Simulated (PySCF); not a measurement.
A structure optimised at PBE0-D3(BJ)/def2-TZVP, used in a PySCF frequency run:

```xyz
5

N     -0.1199    -1.5924     0.0000
C      0.4252    -0.4025     0.0000
S     -0.0651     1.1067     0.0000
H     -1.1251    -1.7265     0.0000
H      0.4550    -2.4181     0.0000
```
Charge 0, spin multiplicity 2.

Task: Write its SMILES, formula and point group.

Result: N[C]=S, CH2NS, Cs

Task: What are its rotational constants (standard atomic weights)?

Result: 127.10, 5.9214, 5.6578 GHz
